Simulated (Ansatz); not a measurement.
F$_{2}$H$_{6}$Si$_{3}$ (`F[Si](F)([SiH3])[SiH3]`), one more setting.

```yaml
crystal:
  periodic: [false, false, false]
  atoms:
    - {symbol: F, position_ang: [0.810611, -1.031802, 2.474629]}
    - {symbol: Si, position_ang: [0.524980, -0.821881, 0.505347]}
    - {symbol: F, position_ang: [1.382343, -2.412946, -0.353242]}
    - {symbol: Si, position_ang: [-2.362129, -0.924235, -0.028610]}
    - {symbol: Si, position_ang: [1.946150, 1.590140, -0.385385]}
    - {symbol: H, position_ang: [-3.183001, 0.516349, 0.811490]}
    - {symbol: H, position_ang: [-2.642092, -0.792742, -1.861422]}
    - {symbol: H, position_ang: [-3.088527, -2.513199, 0.602623]}
    - {symbol: H, position_ang: [1.202895, 3.073124, 0.453180]}
    - {symbol: H, position_ang: [3.753025, 1.476470, 0.030783]}
    - {symbol: H, position_ang: [1.737499, 1.769470, -2.223644]}
basis:
  gaussian: {orbitals: "6-31++G**"}
total_charge: 1
magnetization: {spin_polarized: false, initial_magnetization: 1}
hamiltonian: {xc: {name: PBEsol}, dispersion: d3bj}
```

```sh
$ ansatz run in.yaml --threads 4 --pin off --events-out ev --progress --plain --max-ram 10444MiB
```

Output, abridged:

```
Functional definition: PBEsol
1379 factors; their error is unknown
mean field evaluation 1: about -29056.0089 eV, gradient 9.1e1 eV
mean field evaluation 2: about -28485.3521 eV, gradient 3.0e2 eV
mean field evaluation 4: about -29059.4323 eV, gradient 4.7e1 eV
mean field evaluation 8: about -29071.2247 eV, gradient 1.0e0 eV
mean field evaluation 16: about -29071.1586 eV, gradient 9.1e-3 eV
mean field -29071.15862749 eV, -1068.3453744211 hartree, gradient 1.5e-5 eV, S^2 0.750000; 6 other end points of the search recorded, 0 dependent functions left out
reference -29071.15869918 eV, -1068.3453770556 hartree; 33, 32 occupied and 110, 111 virtual orbitals, 1379 factors
Total energy: -29071.30636979 eV, -1068.3508038506 hartree
```

Run time 5.5 s (4 threads of an AMD EPYC 7B13 on a shared host); peak host memory 0.29 GiB.
